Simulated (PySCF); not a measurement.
Working out the ionisation energy of Pd(2+)

Pd(2+) [Kr] 4d8 (3F) → Pd(3+) [Kr] 4d7 (4F). Calculation: PySCF 2.14, in x2c-SVPall (6s5p5d1f, 53 functions); scalar relativity by spin-free X2C-1e. Frozen: [Kr]. Energies in hartree (1 hartree = 27.21139 eV):

```tsv
part	Pd(2+) (lower)	Pd(3+) (upper)
UHF	-5041.393021	-5040.247632
MP2 opposite-spin	-0.097446	-0.063346
MP2 same-spin	-0.061597	-0.051685
```

Problem. What does Hartree-Fock give?

Solution. (-5040.247632) − (-5041.393021) = 1.145389 hartree = 31.168 eV.

Problem. What do MP2 and SCS-MP2 (6/5 opposite-spin, 1/3 same-spin) give?

Solution. The opposite-spin parts differ by 0.928 eV and the same-spin parts by 0.270 eV. MP2: 31.168 + (0.928) + (0.270) = 32.366 eV. SCS-MP2: 31.168 + 1.2 × (0.928) + (0.270)/3 = 32.372 eV.

Reference: 32.93 eV (semi-empirical (NIST evaluation); NIST Atomic Spectra Database, ionization energies), between the lowest levels; spin-orbit coupling is absent from the calculation.

A double-zeta basis recovers only part of the correlation energy.

What remains against the reference includes basis incompleteness, the frozen core and correlation beyond second order.
